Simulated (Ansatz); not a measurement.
A made-up structure of GaBH2F, doublet:

```json
{"atom": "B1", "x (Å)": "-1.2231", "y (Å)": "-0.3624", "z (Å)": "-0.3123"}
{"atom": "Ga2", "x (Å)": "0.6143", "y (Å)": "0.3165", "z (Å)": "0.1162"}
{"atom": "F3", "x (Å)": "1.6518", "y (Å)": "-0.9147", "z (Å)": "0.8399"}
{"atom": "H4", "x (Å)": "-0.0946", "y (Å)": "0.3642", "z (Å)": "1.4712"}
{"atom": "H5", "x (Å)": "1.2683", "y (Å)": "1.7121", "z (Å)": "-0.0738"}
```

It is relaxed with PBE-D4/def2-SVP and then PBE0-D4/def2-TZVP (Ansatz 0.2.0). Atoms count as bonded within 1.22 times the sum of their covalent radii (H–H: 0.88 Å). The end point is not checked to be a true minimum.

Does its bonding change? (Judge from chemistry; the calculation decides.)

Computed: Yes. Formed: B1–H4; broken: Ga2–H4.

Where it ends: The first stage lowers the energy by 2.87 eV in 19 steps. It ends as GaBH₂F ([BH][GaH][F]):
```
5
angstrom
B -0.8136 0.0782 0.7622
Ga 1.0736 0.4260 0.1797
F 2.1459 -0.9493 0.4526
H -1.9301 -0.1128 1.1068
H 1.7409 1.6737 -0.4601
```

Labels in which every atom is bracketed show which atoms are joined, not bond orders.

For scale, one of the runs: PBE0-D4/def2-TZVP relaxation, 122 basis functions, launched by `ansatz run in.yaml --threads 2 --pin off --events-out ev --progress --plain --max-ram 4352MiB`. Hardware: 2 CPU threads of an Arm Neoverse V1, shared host. Wall time about 33 s.
